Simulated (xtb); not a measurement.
Species: C2HNO, SMILES `N#CC=O` (charge 0, multiplicity 1).

### Question
Give a relaxed geometry from GFN2-xTB (xtb 6.7.1).

### Answer
the end point of this relaxation (outside a Z-matrix the atoms follow the SMILES, hydrogens last).
Cartesian coordinates (Å) in one orientation:
```xyz
5

N      1.964    -0.019     0.480
C      0.841     0.018     0.262
C     -0.577     0.019    -0.024
O     -1.298     0.970     0.049
H     -0.931    -0.988    -0.326
```
